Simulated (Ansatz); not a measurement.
Geometry optimisation, Ansatz, RKS PBE-D4/cc-pVDZ.

Input:

```yaml
crystal:
  periodic: [false, false, false]
  atoms:
    - { symbol: S, position_ang: [-0.6991, 1.2526, -1.4159] }
    - { symbol: Si, position_ang: [-0.0123, 0.0734, 0.1538] }
    - { symbol: S, position_ang: [1.8718, -0.7016, -0.3827] }
    - { symbol: Cl, position_ang: [-1.2286, -1.4624, 0.4651] }
    - { symbol: H, position_ang: [-1.9771, 1.4442, -0.9427] }
    - { symbol: H, position_ang: [0.0797, 0.874, 1.4091] }
    - { symbol: H, position_ang: [2.0269, -1.5481, 0.6677] }
basis:
  gaussian: { orbitals: cc-pVDZ }
hamiltonian:
  xc: pbe
  dispersion: d4
relax:
  f_tol: 0.015
  max_steps: 40
output:
  orbitals: {}
```

Command:

```bash
$ ansatz run input.yaml --threads 1 --pin off --max-ram 2048MiB --backend cpu --events-out ev --progress --plain --runs-dir out
```

Q: Where does it end, and by what steps?

A: The run converged. The force dipped under the threshold on the way, but the program's further checks kept it going. After 15 steps the energy has fallen by 0.321 eV; H7 moved furthest, 0.48 Å.

```csv
step,energy less start (eV),largest force component (eV/Å),accepted
0,0.0000,1.932,yes
1,-0.2371,0.528,yes
2,-0.2993,0.183,yes
3,-0.3027,0.102,yes
4,-0.3071,0.072,yes
5,-0.3079,0.017,yes
6,-0.3079,0.004,yes
7,-0.3079,0.001,yes
8,-0.3079,0.002,yes
9,-0.3079,0.014,yes
10,-0.3080,0.027,yes
11,-0.3084,0.063,yes
12,-0.3094,0.113,yes
13,-0.3098,0.285,yes
14,-0.3186,0.161,yes
15,-0.3209,0.011,yes
```

```xyz
7
Properties=species:S:1:pos:R:3
S -0.610 1.356 -1.395
Si -0.042 -0.003 0.181
S 1.795 -0.873 -0.537
Cl -1.578 -1.411 0.486
H -1.929 1.351 -1.031
H 0.175 0.639 1.523
H 2.251 -1.126 0.728
```

Whether the end is a true minimum wasn't checked by a vibrational analysis.

Time of the run: 85 s on 1 CPU thread of a shared host.
